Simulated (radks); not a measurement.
Results of a calculation; reference values are marked as such.
Problem. Code: a radial shooting solver on a logarithmic mesh with Libxc functionals. Model: scalar-relativistic Kohn-Sham, LDA (Slater exchange, VWN5 correlation), spin-polarised, spherical densities, finite nucleus; open shells are filled with parallel spins first (spin-orbit coupling, left out, can overturn this in heavy ions); Fermi nuclear charge, rms radius of each element as measured or else 0.836 A^(1/3) + 0.57 fm. Response by self-consistent Sternheimer equations with the Hartree and adiabatic LDA kernel, the relativistic mass of each level held fixed and spin-orbit coupling left out. For heavy and open-shell atoms this level of theory can miss by tens of per cent. Estimate the static dipole polarisabilities of Cs+ ([Xe]) and Nd6+ ([Kr] 4d10 4f2 5s2 5p4) and the C6 coefficients of the three pairs.

Solution. alpha = 16.21 and 3.669 bohr^3; C6 = 140.8 (Cs+-Cs+), 43.93 (Cs+-Nd6+), 15.48 (Nd6+-Nd6+) hartree bohr^6.
